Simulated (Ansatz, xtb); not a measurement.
Ligand exchange: CH3F + SiH(SiH3)F2 → SiH3F + SiH(CH3)F2

Species: CH3F `CF`, singlet; SiH(SiH3)F2, singlet; SiH3F `F[SiH3]`, singlet; SiH(CH3)F2, singlet. The partners trade CH3 for SiH3: F–CH3 and Si–SiH3 bonds give way to F–SiH3 and Si–CH3.

Shapes, held fixed at every level: PBE0-D4/def2-TZVP. Programs: Ansatz 0.2.0, xtb 6.7.1. The zero-point and thermal change to 298 K, harmonic and unscaled (PBE0-D4/def2-TZVP), is -1.8 kJ/mol.

```tsv
level	kind	ΔH(298 K) (kJ/mol)	less CCSD(T)/CBS estimate
GFN0-xTB	semi-empirical	-149.1	+105.3
HF/def2-TZVPP	Hartree–Fock	-257.2	-2.8
r2SCAN-D4/def2-TZVPP	meta-GGA	-245.9	+8.5
PBE0-D4/def2-TZVPP	global hybrid	-232.3	+22.1
wB97X-V/def2-TZVPP	range-separated hybrid	-241.3	+13.1
MP2/def2-SVP	perturbation theory	-247.2	+7.2
CCSD(T)/def2-SVP	coupled cluster or CI	-229.3	+25.1
CCSD/def2-TZVPP	coupled cluster or CI	-252.8	+1.6
CCSD(T)/CBS estimate	coupled cluster or CI	-254.4	0.0
```

The highest level, CCSD(T)/CBS estimate, gives ΔH(298 K) = -254.4 kJ/mol; the levels span -257.2 to -149.1. GFN0-xTB strays far from the other rows. The column of differences is taken from that level and isn't an error. No measured value is set beside it here. The CBS estimate extrapolates MP2 from def2-TZVPP and def2-QZVPP and adds CCSD(T) − MP2 in the triple-zeta set, cores frozen.
